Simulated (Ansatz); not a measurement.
Start from `BC=C` and change one atom or group to get `B/C=C/CF`.

Ansatz, PBE0-D4/def2-TZVP geometries, multiplicity 1. Each molecule was computed in one conformer, which needn't be the lowest.

```tsv
property	`BC=C`
LUMO energy (PBE/def2-TZVPP) / eV	-3.10
HOMO energy (PBE0/def2-TZVPP) / eV	-8.51
HOMO energy (B3LYP/def2-TZVPP) / eV	-8.27
LUMO energy (ωB97M-V/def2-TZVPP) / eV	-0.06
size of the dipole moment (B3LYP/def2-TZVPP) / D	1.34
LUMO energy (PBE0/def2-TZVPP) / eV	-2.09
```

(1) What does the change do to each property? (Best estimate.)

## Answers

(1) Ansatz gave: 
```csv
property,`B/C=C/CF`,shift
LUMO energy (PBE/def2-TZVPP) / eV,-2.98,0.12
HOMO energy (PBE0/def2-TZVPP) / eV,-8.25,0.26
HOMO energy (B3LYP/def2-TZVPP) / eV,-8.03,0.24
LUMO energy (ωB97M-V/def2-TZVPP) / eV,-0.01,0.05
size of the dipole moment (B3LYP/def2-TZVPP) / D,2.18,0.84
LUMO energy (PBE0/def2-TZVPP) / eV,-2.02,0.07
```

With PBE0 the HOMO rises by 0.26 eV and the LUMO rises by 0.07 eV, so the gap narrows by about 0.19 eV. PBE moves the HOMO by 0.30 eV and ωB97M-V by 0.30 eV. Dipoles are sizes alone; their direction can turn.

B3LYP here is the variant with VWN-RPA as its local correlation; programs differ in this.
